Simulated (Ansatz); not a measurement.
Program: Ansatz. Geometries: PBE0-D4/def2-TZVP. ΔE: electronic, gas phase. CCSD(T)/CBS adds triple-zeta CCSD(T) − MP2 to the extrapolated MP2 energy (def2 sets, frozen cores). This one scheme is used for every species. DFT in def2-TZVPP. B3LYP here is the variant with VWN-RPA as its local correlation; programs differ in this. Open shells (•) are unrestricted, without spin–orbit coupling. For Ge outer-core shells are correlated without core-valence functions, which leaves a few kJ/mol of doubt a bond. Scalar relativity is left out up to krypton.

Reaction (hydrogen abstraction from a Ge–H bond): `[OH][GeH3]` + `[CH3]`• → `[OH][GeH2]`• + CH₄

```csv
level,ΔE (eV)
PBE-D4,-1.19
PBE0-D4,-1.07
B3LYP-D4,-1.08
LC-ωPBE,-0.99
HF/def2-SVP,-0.66
CCSD/def2-TZVPP,-0.92
CCSD(T)/def2-TZVPP,-0.96
HF/def2-QZVPP,-0.67
```

**Question.** What does CCSD(T)/CBS give? (Best estimate.)

**Answer.** Computed: -0.96 eV. The listed levels differ from it by -0.23, -0.11, -0.12, -0.03, 0.30, 0.04, 0.00, 0.29 eV.

**Question.** What do rigid-rotor, harmonic-oscillator terms from PBE0-D4/def2-TZVP frequencies (298.15 K, 1 bar) make of the CCSD(T)/CBS value? (Estimate.)

**Answer.** Ansatz gave: ΔZPE = +0.16 eV, ΔH = -0.81 eV, ΔS = -10 J/(mol·K), ΔG = -0.78 eV. Open shells count their whole term as degenerate.

Largest T1 diagnostic among the species: 0.015.

From r2SCAN to r2SCAN0 (25 % exact exchange), in def2-TZVPP and without D4, ΔE moves by +0.05 eV. In def2-TZVPP, CCSD(T) changes the Hartree–Fock value by −0.29 eV (the triples alone add −0.04 eV) and MP2 by −0.36 eV.
